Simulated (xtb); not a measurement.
CH2Cl6Si2, charge -1, doublet, from a rough starting geometry (a state made from the parent by changing its charge; the spin is typed, not shown lowest); GFN2-xTB in xtb 6.7.1.

The xtb input:
```
$ xtb mol.xyz --gfn 2 --chrg -1 --uhf 1 --opt vtight --json

# file mol.xyz
11

Cl     3.17121389    -0.17447373    -1.06175724
Si     1.54807751     0.52442439    -0.07996724
Cl     2.00597592     0.97026358     1.81298938
Cl     0.96331351     2.29927709    -0.99847173
C      0.15030167    -0.63242479    -0.23877912
Si    -1.60756871    -0.19545078     0.30302660
Cl    -2.35728537     1.00402255    -1.17738033
Cl    -1.55071252     0.71649120     2.12675301
Cl    -2.74960174    -1.87824406     0.35788670
H      0.45470476    -1.62951669     0.36607189
H      0.10467610    -1.00206596    -1.23172011
```

Output, abridged:

```
   ID    Z sym.   atoms
    1   17 Cl     1, 3, 4, 7-9
    2   14 Si     2, 6
    3    6 C      5
    4    1 H      10, 11

           -------------------------------------------------
          |                Calculation Setup                |
           -------------------------------------------------

           -------------------------------------------------
          |                 G F N 2 - x T B                 |
           -------------------------------------------------

          ...................................................
          :                      SETUP                      :
          :.................................................:
          :  # basis functions                  86          :
          :  # atomic orbitals                  78          :
          :  # shells                           28          :
          :  # electrons                        57          :
          :  max. iterations                   250          :
          :  Hamiltonian                  GFN2-xTB          :
          :  restarted?                      false          :
          :  GBSA solvation                  false          :
          :  PC potential                    false          :
          :  electronic temp.          300.0000000     K    :
          :  accuracy                    1.0000000          :
          :  -> integral cutoff          0.2500000E+02      :
          :  -> integral neglect         0.1000000E-07      :
          :  -> SCF convergence          0.1000000E-05 Eh   :
          :  -> wf. convergence          0.1000000E-03 e    :
          :  Broyden damping             0.4000000          :
          :  net charge                         -1          :
          :  unpaired electrons                  1          :
          ...................................................

 iter      E             dE          RMSdq      gap      omega  full diag
   1    -34.1745398 -0.341745E+02  0.680E+00    0.12       0.0  T
   2    -34.3080423 -0.133503E+00  0.586E+00    0.28       1.0  T
   3    -34.3139662 -0.592385E-02  0.446E+00    0.21       1.0  T
   4    -34.3010698  0.128964E-01  0.452E+00    0.41       1.0  T
   5    -34.3816134 -0.805435E-01  0.171E+00    0.22       1.0  T
   6    -34.3923508 -0.107375E-01  0.112E+00    0.23       1.0  T
   7    -34.3871293  0.522148E-02  0.155E+00    0.27       1.0  T
   8    -34.3929495 -0.582019E-02  0.656E-01    0.27       1.0  T
[...]
 * total energy  :   -34.3632160 Eh     change       -0.6381104E-05 Eh
 * total energy  :   -34.3632188 Eh     change       -0.2818603E-05 Eh
 * total energy  :   -34.3632211 Eh     change       -0.2276708E-05 Eh
 * total energy  :   -34.3632232 Eh     change       -0.2092602E-05 Eh
 * total energy  :   -34.3632247 Eh     change       -0.1564176E-05 Eh
 * total energy  :   -34.3632257 Eh     change       -0.9662064E-06 Eh
 * total energy  :   -34.3632257 Eh     change       -0.2519685E-07 Eh
 * total energy  :   -34.3632260 Eh     change       -0.2870722E-06 Eh
 * total energy  :   -34.3632259 Eh     change        0.1634735E-06 Eh
 * total energy  :   -34.3632261 Eh     change       -0.2869507E-06 Eh
 * total energy  :   -34.3632261 Eh     change        0.1139389E-07 Eh
 * total energy  :   -34.3632262 Eh     change       -0.4990702E-07 Eh
   *** GEOMETRY OPTIMIZATION CONVERGED AFTER 27 ITERATIONS ***
         :: total energy             -34.363226185164 Eh    ::
[...]
     7  17 Cl       0.775    -0.487   115.088    16.410
     8  17 Cl       0.778    -0.483   114.983    16.403
     9  17 Cl       0.819    -0.327   109.585    16.014
    10   1 H        0.924     0.042     2.416     2.431
    11   1 H        0.924     0.044     2.401     2.423

 Mol. C6AA /au·bohr⁶  :       8487.683876
 Mol. C8AA /au·bohr⁸  :     388173.544830
 Mol. α(0) /au        :        152.413609

Wiberg/Mayer (AO) data.
largest (>0.10) Wiberg bond orders for each atom

 ---------------------------------------------------------------------------
     #   Z sym  total        # sym  WBO       # sym  WBO       # sym  WBO
 ---------------------------------------------------------------------------
     1  17 Cl   1.166 --     2 Si   1.004
     2  14 Si   4.153 --     4 Cl   1.087     3 Cl   1.066     1 Cl   1.004
                             5 C    0.930
     3  17 Cl   1.226 --     2 Si   1.066
     4  17 Cl   1.245 --     2 Si   1.087
     5   6 C    3.970 --    11 H    0.976    10 H    0.974     2 Si   0.930
                             6 Si   0.794
     6  14 Si   3.142 --     9 Cl   0.938     5 C    0.794     8 Cl   0.704
                             7 Cl   0.698
     7  17 Cl   0.833 --     6 Si   0.698
     8  17 Cl   0.839 --     6 Si   0.704
     9  17 Cl   1.081 --     6 Si   0.938
    10   1 H    0.998 --     5 C    0.974
    11   1 H    0.998 --     5 C    0.976
 ---------------------------------------------------------------------------

Topologies differ in total number of bonds
Writing topology from bond orders to xtbtopo.mol

molecular dipole:
                 x           y           z       tot (Debye)
 q only:        2.030      -0.203      -0.392
   full:        1.939      -0.531      -0.364       5.193
molecular quadrupole (traceless):
                xx          xy          yy          xz          yz          zz
 q only:       -9.252      -6.747      15.050      -0.573       3.245      -5.797
  q+dip:      -13.443      -6.685      18.029       0.601       3.280      -4.586
   full:      -12.763      -6.299      16.763       0.514       3.027      -4.000

optimized geometry written to: xtbopt.xyz

           -------------------------------------------------
          | TOTAL ENERGY              -34.363226185164 Eh   |
          | GRADIENT NORM               0.000050457883 Eh/α |
          | HOMO-LUMO GAP               2.415970769957 eV   |
           -------------------------------------------------
```
